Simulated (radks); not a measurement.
These are the eigenvalues of the occupied orbitals of an atom or ion with whole-number occupations (hartree). All-electron calculation, Dirac Kohn-Sham, AM05, spin-unpolarised, spherical densities, finite nucleus; Fermi nuclear charge, rms radius of each element as measured or else 0.836 A^(1/3) + 0.57 fm. Program: a radial shooting solver on a logarithmic mesh with Libxc functionals.

1s1/2: -2035.883
2s1/2: -341.0811
2p1/2: -324.7856
2p3/2: -293.3358
3s1/2: -76.77176
3p1/2: -69.62563
3p3/2: -63.05756
3d3/2: -50.76808
3d5/2: -49.33138
4s1/2: -15.79030
4p1/2: -12.95319
4p3/2: -11.47704
4d3/2: -6.79878
4d5/2: -6.53109
5s1/2: -2.64139
5p1/2: -1.85692
5p3/2: -1.65785
4f5/2: -0.93915
4f7/2: -0.90232
6p1/2: -0.47946
6p3/2: -0.45357

Which element is it, and in what charge state? The configuration may be excited. Open shells, if any, are shared by 2j + 1.

Answer. Z = 67, holmium, charge +2: Ho2+ in [Kr] 4d10 4f11 5s1 5p6 6p1. The list shows which subshells hold electrons but not how many an open one holds; the 1s level, -2035.9 hartree, gives Z - s = 63.8 by -(Z - s)^2/2, which with screening and relativity narrows Z to a few neighbours, and the depths of the outer levels then fix element, charge and occupations together.
